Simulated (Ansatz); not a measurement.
Born–Oppenheimer molecular dynamics of CH5AlF2O2 (11 atoms, charge 0, multiplicity 1). It starts at the highest image of a converged band, a first-order saddle point between two minima.

Method: RKS PBE-D4/def2-SVP in Ansatz.

```yaml
ensemble: NVE (velocity Verlet)
time_step: 0.5 fs
steps_asked: 200
starting_velocities_drawn_for: 300 K
seed: 6330
```

First frame:

```xyz
11
Properties=species:S:1:pos:R:3
Al -0.222 1.145 0.715
O 0.260 -0.552 0.172
C -0.521 -1.579 -0.426
F -1.738 1.571 0.146
F 0.197 1.556 2.283
H 1.024 0.224 -0.453
O 1.164 1.444 -0.492
H -1.254 -1.175 -1.159
H 0.143 -2.303 -0.941
H -1.080 -2.125 0.362
H 2.027 1.794 -0.207
```

(1) What does the run give?

(2) What happens to the structure?

(3) How do temperature and energy run in time?

Results:

(1) The run went to its last step.

* steps done: 200
* time covered: 100 fs
* mean temperature over the second half: 291 K
* spread of the potential energy over the second half: 4.5 meV per atom
* mean potential energy of the second half above the start: 1.0 meV per atom

The conserved energy stayed within 0.07 meV per atom of its start (net change 0.038 meV per atom), so the integration is sound. A run of 0.1 ps of so small a system gives no equilibrium averages. The orbitals stay closed-shell, which can raise the energy where a bond breaks towards radicals; this wasn't checked here.

(2) Between its relaxed ends the band would form O2–H6 and break H6–O7. These pairs go: O2–H6 1.26 → 0.97 Å, H6–O7 1.23 → 3.08 Å. In the last frame they stand as after the step (other bonds may differ from the relaxed reactants and products). It ends as one piece, CH5AlF2O2. Pairs count as bonded within 1.25 times the sum of covalent radii (0.12 Å more for H–H). The details hang on the random start.

(3) 
| time (fs) | T (K) | potential energy less start (eV) | conserved less start (meV/atom) |
| --- | --- | --- | --- |
| 0.0 | 300 | 0.000 | 0.00 |
| 3.0 | 232 | 0.080 | 0.06 |
| 6.0 | 175 | 0.146 | 0.04 |
| 9.0 | 156 | 0.168 | 0.06 |
| 12.0 | 188 | 0.130 | 0.02 |
| 15.0 | 158 | 0.166 | 0.05 |
| 18.0 | 139 | 0.188 | 0.05 |
| 21.0 | 161 | 0.162 | 0.05 |
| 24.0 | 188 | 0.130 | 0.04 |
| 27.0 | 202 | 0.114 | 0.04 |
| 30.0 | 223 | 0.090 | 0.06 |
| 33.0 | 305 | -0.006 | 0.03 |
| 36.0 | 341 | -0.047 | 0.05 |
| 39.0 | 365 | -0.075 | 0.03 |
| 42.0 | 375 | -0.087 | 0.06 |
| 45.0 | 425 | -0.145 | 0.02 |
| 48.0 | 394 | -0.109 | 0.04 |
| 51.0 | 345 | -0.052 | 0.05 |
| 54.0 | 339 | -0.044 | 0.06 |
| 57.0 | 375 | -0.087 | 0.03 |
| 60.0 | 352 | -0.060 | 0.03 |
| 63.0 | 284 | 0.019 | 0.06 |
| 66.0 | 270 | 0.035 | 0.04 |
| 69.0 | 272 | 0.033 | 0.05 |
| 72.0 | 261 | 0.046 | 0.03 |
| 75.0 | 217 | 0.097 | 0.07 |
| 78.0 | 246 | 0.063 | 0.03 |
| 81.0 | 265 | 0.041 | 0.05 |
| 84.0 | 260 | 0.047 | 0.04 |
| 87.0 | 255 | 0.053 | 0.06 |
| 90.0 | 304 | -0.004 | 0.04 |
| 93.0 | 337 | -0.043 | 0.02 |
| 96.0 | 293 | 0.009 | 0.05 |
| 99.0 | 265 | 0.041 | 0.05 |

The run took 2.4 min on 2 threads of AMD EPYC 9R45 96-Core Processor (Zen 5), on a shared host, peak memory 0.17 GiB.
